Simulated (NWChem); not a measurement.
Species: CH₅Si, doublet; SMILES C[SiH2]

```xyz
7

C     -0.0084     1.2099     0.0000
Si    -0.1210    -0.6706     0.0000
H     -0.4983     1.6311     0.8908
H     -0.4983     1.6311    -0.8908
H      1.0441     1.5389     0.0000
H      0.5023    -1.2690     1.2235
H      0.5023    -1.2690    -1.2235
```
Atoms are numbered in this order, from 1.

All runs: NWChem. Spin-unrestricted. In the optimisation the excess spin sits in a' (Cs, its own frame). All runs use the structure optimised with PBE0/def2-SVP, spin-unrestricted. No stability test was run on the SCF state. Principal shifts from the free-electron g value, in parts per thousand; spin-orbit coupling by linear response on scalar ZORA.

Question: What does the run give for BP86/x2c-SVPall, ZORA? Quantities: Δg1 (ppt); Δg2 (ppt); Δg3 (ppt); isotropic Δg (ppt).

Answer: 
| Quantity | Result |
|---|---|
| Δg1 (ppt) | -0.10 |
| Δg2 (ppt) | 1.91 |
| Δg3 (ppt) | 2.45 |
| isotropic Δg (ppt) | 1.42 |
